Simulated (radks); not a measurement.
Values are calculated unless marked as measured or tabulated.
The mean radii <r> (bohr) of the occupied orbitals of an atom or ion are listed with their occupations. Level of theory: scalar-relativistic Kohn-Sham, PBE, spin-polarised, spherical densities, finite nucleus; Fermi nuclear charge, rms radius of each element as measured or else 0.836 A^(1/3) + 0.57 fm (a radial shooting solver on a logarithmic mesh with Libxc functionals).

| orbital | occ. | <r> |
|---|---|---|
| 1s down | 1 | 0.02151 |
| 1s up | 1 | 0.02151 |
| 2s up | 1 | 0.09150 |
| 2s down | 1 | 0.09150 |
| 2p up | 3 | 0.08089 |
| 2p down | 3 | 0.08088 |
| 3s up | 1 | 0.2394 |
| 3s down | 1 | 0.2393 |
| 3p up | 3 | 0.2382 |
| 3p down | 3 | 0.2380 |
| 3d up | 5 | 0.2166 |
| 3d down | 5 | 0.2164 |
| 4s up | 1 | 0.5415 |
| 4s down | 1 | 0.5415 |
| 4p up | 3 | 0.5736 |
| 4p down | 3 | 0.5737 |
| 4d up | 5 | 0.6235 |
| 4d down | 5 | 0.6242 |
| 5s up | 1 | 1.325 |
| 5s down | 1 | 1.337 |
| 5p up | 3 | 1.571 |
| 5p down | 3 | 1.593 |
| 4f up | 7 | 0.8923 |
| 5d up | 1 | 2.910 |
| 4f down | 2 | 0.9533 |

Name the element and its charge. Open shells, if any, are filled with parallel spins first.

Answer. Z = 65, terbium, charge +1: Tb+ in [Xe] 4f9 5d1. The 1s radius gives Z: for a bare nucleus <r> = (2 gamma + 1)/(2Z) with gamma = sqrt(1 - (Z/c)^2), 0.02124 bohr for Z = 65, and screening makes it slightly larger (0.02151 here). The occupations add up to 64, and the charge is Z minus that.
